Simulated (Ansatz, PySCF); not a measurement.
Isomers of CH4OSi. Gas-phase values, no solvent. One relaxed conformer stands for each flexible species; it need not be the lowest. Strings in code marks are SMILES.

Quantity: vertical ionisation energy (energy after one electron is removed minus that of the parent at the parent's geometry), in eV. The restricted reference of `OC=[SiH2]` is unstable towards unrestricted orbitals.

Level 1: frozen-core CCSD(T)/cc-pVQZ // B3LYP-D3(BJ)/def2-TZVP (Ansatz, an electronic-structure program)
Level 2: PBE-D3(BJ)/def2-TZVP // B3LYP-D3(BJ)/def2-TZVP (PySCF)
Level 3: SVWN5/6-31G* // B3LYP-D3(BJ)/def2-TZVP (PySCF)
Level 4: minus the HOMO energy of B3LYP/6-31G* // B3LYP-D3(BJ)/def2-TZVP (PySCF)

```json
[
 {"species": "`C[SiH]=O`", "level 2": "10.09", "level 3": "10.15", "level 4": "7.36"},
 {"species": "`C=[SiH]O` (C–Si–O–H torsion 0°)", "level 2": "8.40", "level 3": "8.46", "level 4": "5.68"},
 {"species": "`O=C[SiH3]`", "level 2": "9.39", "level 3": "9.39", "level 4": "6.63"},
 {"species": "`OC=[SiH2]` (H–O–C–Si torsion 164°)", "level 2": "7.84", "level 3": "7.89", "level 4": "5.27"}
]
```

Q: What does level 1 give for each, and how far do the other levels lie from it on average?

A: 
- `C[SiH]=O`: 10.38
- `C=[SiH]O` (C–Si–O–H torsion 0°): 8.47
- `O=C[SiH3]`: 9.70
- `OC=[SiH2]` (H–O–C–Si torsion 164°): 8.03
Mean absolute difference from level 1, which has limits of its own, over these rows (drawn at random from the members that have all these levels): level 2 0.216 eV, level 3 0.175 eV, level 4 2.91 eV.
